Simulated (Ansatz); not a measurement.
A nudged elastic band was laid between two geometries of C₂H₉BSSi (14 atoms, charge 0, multiplicity 1).

Computed with Ansatz, RKS PBE/cc-pVDZ.

```json
{
  "movable images": "7",
  "climbing image": "yes",
  "spring": "5.0 eV/Å²",
  "optimiser": "quadratic models (default)",
  "start path": "IDPP",
  "force threshold": "0.05 eV/Å",
  "iteration limit": "6",
  "end points": "relaxed"
}
```

Initial state:

```xyz
14
Properties=species:S:1:pos:R:3
B -1.303 1.004 0.104
Si -0.543 -0.824 0.005
C -0.331 -2.019 1.462
S 0.709 1.081 0.378
C 1.340 1.455 -1.308
H -1.624 1.596 -0.907
H -1.826 1.278 1.169
H 0.087 -1.408 -1.243
H -0.561 -1.508 2.417
H -1.048 -2.859 1.347
H 0.692 -2.443 1.508
H 2.365 1.049 -1.406
H 0.676 1.012 -2.074
H 1.353 2.555 -1.423
```

Final state:

```xyz
14
Properties=species:S:1:pos:R:3
B -1.539 0.583 -0.077
Si -0.284 -0.942 0.089
C 0.152 -1.847 1.698
S 0.341 1.276 0.260
C 0.960 1.626 -1.436
H -1.943 0.940 -1.166
H -2.193 0.809 0.925
H 0.580 -1.454 -1.044
H -0.295 -1.327 2.568
H -0.275 -2.872 1.662
H 1.247 -1.935 1.844
H 0.503 0.929 -2.162
H 0.671 2.664 -1.688
H 2.061 1.522 -1.444
```

Question: What changes between the two ends?

Answer: No bond is made or broken. The dihedral Si2–S4–C5–H12 goes from -97 to 24°. The two ends are copies of one structure, up to a mirror image or an exchange of like atoms.

Question: Give the energies along the band, and the barrier.

Answer: The run converged. The highest image is number 4 of 0 to 8, 3.6 kJ/mol above the ends, which have the same energy within 2 meV. Another band between the same ends (7 images) ends at a top of the same energy, where a vibrational analysis finds 1 clearly imaginary mode.

```csv
image,path coordinate (Å),energy (kJ/mol),dihedral Si2–S4–C5–H12 (°)
0,0.00,0.0,-97
1,0.46,0.5,-82
2,0.91,1.8,-67
3,1.37,3.1,-52
4,1.83,3.6,-37
5,2.28,3.1,-22
6,2.73,1.7,-7
7,3.19,0.5,9
8,3.64,0.0,24
```

Question: What is the geometry of the highest image?

Answer: 
```xyz
14
Properties=species:S:1:pos:R:3
B -1.524 0.646 -0.081
Si -0.353 -0.937 0.092
C 0.053 -1.854 1.702
S 0.395 1.251 0.250
C 1.060 1.584 -1.438
H -1.904 1.015 -1.175
H -2.159 0.921 0.920
H 0.480 -1.491 -1.046
H -0.366 -1.309 2.570
H -0.420 -2.859 1.673
H 1.143 -1.989 1.843
H 1.559 0.690 -1.852
H 0.229 1.898 -2.094
H 1.795 2.405 -1.335
```

The run took 2 min on 2 threads of Arm Neoverse V1 (shared host), peak memory 0.19 GiB.
